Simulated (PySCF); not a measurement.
## Diatomic anions of Si with the halogens

PBE0 with triple-zeta basis sets in PySCF, for the lowest determinant that a PBE0 search found; no spin–orbit coupling. De refers to high-spin ground-configuration atoms (the charge goes to the atom of lower measured ionisation energy or higher electron affinity, which is not always the lowest computed limit). A positive dipole points towards Si; it is taken about the centre of mass and depends on that origin.

```tsv
M	basis	charged atom	state (unpaired electrons)	Re (Å)	ωe (cm⁻¹)	De (eV)	μ (D)
F	def2-TZVPPD	F−	triplet (π ↑↑)	1.703	651	3.53	-2.41
Cl	def2-TZVPPD	Cl−	triplet (π ↑↑)	2.242	367	2.12	-2.54
Br	def2-TZVPPD	Br−	triplet (π ↑↑)	2.426	287	1.88	-4.15
I	def2-TZVPPD	I−	triplet (π ↑↑)	2.647	247	1.68	-4.81
```

The shortest bond is that of SiF⁻ (1.703 Å), the longest that of SiI⁻ (2.647 Å).

Down a group the atoms grow and get heavier, so bonds lengthen and wavenumbers fall; this series shows no clear exception.

Spin–orbit coupling is left out, which matters for elements this heavy, above all for dissociation energies. For an ion De counts to the pair picked by the measured ionisation energies or electron affinities, which need not be the lowest pair at this level. The highest Kohn–Sham level is positive in some of these anions. Much of that is self-interaction error, but it also means that the finite basis helps to hold the extra electron. States were picked by a PBE0 search and need not be the measured ground states.
